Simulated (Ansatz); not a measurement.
Stepwise reaction of `[SiH3]S[SiH2]Cl` with hydrogen chloride, as a gas-phase model of exchange steps in deposition or etching. ΔE in kJ/mol.

Program: Ansatz. Geometries: PBE0-D4/def2-TZVP. ΔE: electronic, gas phase. CCSD(T)/CBS is the MP2 limit (def2-TZVPP, def2-QZVPP) plus CCSD(T) − MP2 in def2-TZVPP, frozen cores. This one scheme is used for every species. DFT in def2-TZVPP. B3LYP here is the variant with VWN-RPA as its local correlation; programs differ in this. Each species was taken in one conformer, which may not be the lowest.

```csv
step,reaction,PBE-D4,B3LYP-D4,ωB97M-V,CCSD(T)/CBS
1,`[SiH3]S[SiH2]Cl` + HCl → `Cl[SiH2]S[SiH2]Cl` + H₂,-79.0,-78.7,-78.8,-78.3
2,`Cl[SiH2]S[SiH2]Cl` + HCl → `Cl[SiH2]S[SiH](Cl)Cl` + H₂,-78.5,-76.9,-76.8,-75.5
```

Task: Give the row of step 3, `Cl[SiH2]S[SiH](Cl)Cl` + HCl → `Cl[SiH2]S[Si](Cl)(Cl)Cl` + H₂. (Estimate.)

Result: Ansatz gave: 
```
step                                                       reaction  PBE-D4  B3LYP-D4  ωB97M-V  CCSD(T)/CBS
   3  `Cl[SiH2]S[SiH](Cl)Cl` + HCl → `Cl[SiH2]S[Si](Cl)(Cl)Cl` + H₂   -76.2     -74.3    -75.8        -73.7
```

Task: By hand: ΔE of the 3 steps together at CCSD(T)/CBS.

Result: (-78.3) + (-75.5) + (-73.7) = -227.5 kJ/mol, or -75.8 kJ/mol a step.

In ΔE the steps differ by no more than 4.6 kJ/mol. All are downhill at CCSD(T)/CBS. PBE-D4 differs from CCSD(T)/CBS by -3.0 to -0.7 kJ/mol a step. Isolated molecules leave out the surface, adducts and barriers. Largest T1 diagnostic: 0.011.
